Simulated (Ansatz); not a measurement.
Relaxation of a periodic cell of 16 atoms, HF (contents 8 HF, density as packed 1.09 g/cm³ with natural masses), to a largest force component of 0.3 eV/Å in at most 15 steps.

Level of theory: DFT PBE-D3(BJ), scalar-relativistic, plane waves, PAW (Ansatz). Settings: cutoff 420 eV, k mesh 1x1x1, fermi-dirac smearing 0.02 eV, no spin polarisation.

```xyz
16
Lattice="6.2556 0.0000 0.0000 0.0000 6.2556 0.0000 0.0000 0.0000 6.2556" Properties=species:S:1:pos:R:3
F 5.026 3.400 1.336
H 4.354 3.488 1.978
F 0.508 0.295 1.657
H 0.036 1.096 1.568
F 3.335 -0.403 1.352
H 3.353 0.434 0.939
F 1.838 3.873 2.252
H 2.531 3.265 2.402
F 0.336 2.154 4.214
H 0.566 2.229 3.312
F 2.490 5.343 4.750
H 3.198 4.762 4.566
F 2.872 1.864 5.902
H 2.881 1.495 5.044
F 4.728 5.844 3.987
H 5.397 5.786 4.636
```

Question: Where does it end, and by what steps?

Answer: The run converged. The threshold is loose, so the end isn't yet a minimum. Limits of this set-up: coarse k mesh. After 12 steps the energy has fallen by 2.558 eV; F3 moved furthest, 1.52 Å.

```tsv
step	energy less start (eV)	largest force component (eV/Å)	accepted
0	0.0000	0.737	yes
1	-0.4672	1.942	yes
2	-0.8149	1.588	yes
3	-1.0554	2.328	yes
4	-1.3341	1.762	yes
5	-1.6077	1.203	yes
6	-1.7454	1.009	yes
7	-1.9278	0.964	yes
8	-2.0816	1.177	yes
9	-2.2396	0.940	yes
10	-2.4009	0.373	yes
11	-2.4979	0.320	yes
12	-2.5579	0.221	yes
```

```xyz
16
Lattice="6.2556 0.0000 0.0000 0.0000 6.2556 0.0000 0.0000 0.0000 6.2556" Properties=species:S:1:pos:R:3
F 4.017 3.366 1.640
H 3.862 4.333 1.431
F -0.301 1.518 1.260
H -0.889 2.252 1.332
F 3.492 -0.543 1.472
H 3.194 0.018 0.733
F 1.861 2.894 2.803
H 2.725 2.939 2.358
F 0.981 1.216 4.318
H 1.375 1.814 3.624
F 3.078 5.112 4.835
H 3.903 5.407 4.465
F 2.706 1.274 6.250
H 2.070 1.108 5.552
F 5.362 5.767 3.841
H 6.012 6.453 3.983
```

Run time: 14 s on 1 thread of Intel(R) Xeon(R) Platinum 8488C (Sapphire Rapids) (shared host), peak memory 0.41 GiB.
